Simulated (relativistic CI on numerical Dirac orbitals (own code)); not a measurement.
## Br X: q coefficients and field-shift factors

Computed by Dirac-Coulomb-Breit CI, orbitals from a KLI potential per configuration, derivatives by finite differences, unscaled Slater integrals, QED left out (own radial code, finite nucleus).

Configuration list (outside the closed core [Ne]): 3s2.3p6.3d8, 3s2.3p5.3d9, 3s2.3p4.3d10, 3s2.3p6.3d7.4s, 3s.3p6.3d9, 3s2.3p6.3d7.4p, 3s2.3p6.3d6.4s2, 3s2.3p6.3d7.4d. Levels of other configurations are missing.

With x = (α/α₀)² − 1 an excitation energy changes as ω = ω₀ + qx; K = 2q/ω₀ is the relative enhancement. Terms are leading LS components, so labels can repeat. The field-shift factor is F = δν/δ⟨r²⟩ for the transition from the lowest level.

Lowest level 3s2.3p6.3d8 3F_4.

```csv
Level,ω₀ (cm⁻¹),q (cm⁻¹),K,F (GHz/fm²)
3s2.3p6.3d8 3F_3,7521,7648,2.03,0.04
3s2.3p6.3d8 3F_2,11379,9462,1.66,0.0501
3s2.3p6.3d8 1D_2,29959,3391,0.226,0.0349
3s2.3p6.3d8 3P_2,40642,10140,0.499,0.0826
3s2.3p6.3d8 3P_1,41013,7903,0.385,0.0818
3s2.3p6.3d8 3P_0,41671,7396,0.355,0.0812
3s2.3p6.3d8 1G_4,52880,5967,0.226,0.0948
3s2.3p6.3d8 1S_0,111838,8296,0.148,0.199
3s2.3p6.3d7.4s 5F_5,764252,-29380,-0.0769,15.1
3s2.3p6.3d7.4s 5F_4,769074,-24960,-0.0649,15.1
3s2.3p6.3d7.4s 5F_3,773069,-20680,-0.0535,15.2
3s2.3p6.3d7.4s 5F_2,775806,-18190,-0.0469,15.2
3s2.3p6.3d7.4s 5F_1,777522,-16760,-0.0431,15.2
```

At this charge energies of transitions that change n are usually good to better than 1 %, and those within a shell (Δn = 0) to a few per cent. Terms inside the open d or f shell come out 10 to 20 % too wide with unscaled integrals.
